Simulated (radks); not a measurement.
Values are calculated unless marked as measured or tabulated.
The titanium ion Ti3+, 19 electrons, occupied as [Ar] 4p1 (not the ground configuration).

Level of theory: scalar-relativistic Kohn-Sham, PBE, spin-unpolarised, spherical densities, point nucleus (a radial shooting solver on a logarithmic mesh with Libxc functionals).

Energy parts (eV):
total: -23162.966
kinetic: 23361.020
electron-nucleus: -54283.505
Hartree: 8866.926
exchange-correlation: -1107.408

Orbitals (lengths in bohr, moments of r in powers of bohr; <r^-3> diverges for s and p1/2):
orbital	occ.	eigenvalue (eV)	<r^-3>
1s	2	-4911.639	-
2s	2	-581.4783	-
2p	6	-488.6504	264.3
3s	2	-103.3918	-
3p	6	-78.9371	33.50
4p	1	-23.8186	5.175

The highest occupied level is 4p at -23.819 eV. The density falls to 0.001 e/bohr^3 at r = 3.89 bohr.
